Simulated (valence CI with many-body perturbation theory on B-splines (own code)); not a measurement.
Nb²⁶⁺: key properties

Calculated by relativistic CI+MBPT: five valence electrons over a frozen Dirac-Fock core [Ne], radial functions for each j: 9 s, 9 p, 8 d, 6 f, 3 g, 1 h, with the one-electron correlation potential Σ1, the two-electron term Σ2, the three-electron term Σ3, Breit, model QED; selected CI, second order for the rest (own B-spline code, finite nucleus).

The last digits are not significant, and no measured levels were compared; by estimate large intervals hold to a few tenths of a per cent, small ones and those within an open d or f shell to about a per cent. Among the levels kept, up to 500 cm⁻¹ of a level comes from second order outside the variational space, and about a tenth of that is noise between levels of different J, which matters for small intervals.

Levels are named by their leading jj configuration (3d3/2^4 stands for four electrons in 3d with j = 3/2), which in mixed levels can hold well under half, so a name can repeat and another be missing.

Rates and lifetimes use the calculated energies. Strong lines usually hold to 10 to 20 %, long lifetimes can be off by a factor of two.

Task: What is the ground level?

Result: (3s^2 3p1/2^2 3p3/2) J=3/2, composition 49 % 3s²3p³ ⁴S° + 32 % 3s²3p³ ²P° + 17 % 3s²3p³ ²D°, g = 1.574.

Task: What are the static dipole polarisabilities of the lowest levels?

Result: (3s^2 3p1/2^2 3p3/2) J=3/2 0.0442 (tensor 0.0024); (3s^2 3p1/2 3p3/2^2) J=3/2 0.0460 (tensor 0.0021); (3s^2 3p1/2 3p3/2^2) J=5/2 0.0459; (3s^2 3p1/2 3p3/2^2) J=1/2 0.0453 bohr³, of which the core gives 0.000661.

Task: What is the ionisation energy?

Result: 1356.8 eV; NIST lists 1368 ± 5 eV (semi-empirical).

Task: Where does the other parity begin?

Result: At (3s 3p1/2^2 3p3/2^2) J=5/2, 682350 cm⁻¹.

Task: How well does LS coupling describe the low levels?

Result: Among the lowest 20 levels the leading LS term, summed over configurations, holds 62 % on average. For single configurations the figures are 55 % in LS and 65 % in jj coupling. Terms mix most in the J = 3/2 level at 843720 cm⁻¹, where the leading one holds 35 %.

Task: Among levels below 1571800 cm⁻¹, which E1 lines absorb most strongly from the ground level?

Result: to (3s^2 3p1/2 3p3/2 3d3/2) J=5/2 at 8.782 nm, f = 0.274; to (3s^2 3p1/2 3p3/2 3d3/2) J=3/2 at 8.836 nm, f = 0.185; to (3s^2 3p1/2 3p3/2 3d3/2) J=1/2 at 8.590 nm, f = 0.108.

Task: Name the longest-lived excited levels whose lifetime is computed, and their main decay.

Result: (3s^2 3p1/2 3p3/2^2) J=5/2 at 180710 cm⁻¹ lives 88.5 μs, mostly by M1 to (3s^2 3p1/2^2 3p3/2) J=3/2; (3s^2 3p1/2 3p3/2^2) J=3/2 at 139020 cm⁻¹ lives 17.5 μs, mostly by M1 to (3s^2 3p1/2^2 3p3/2) J=3/2; (3s^2 3p1/2 3p3/2^2) J=1/2 at 236200 cm⁻¹ lives 12.6 μs, mostly by M1 to (3s^2 3p1/2^2 3p3/2) J=3/2. The lifetime of (3s^2 3p1/2 3p3/2 3d5/2) J=9/2 is too uncertain to give, and may be longer.
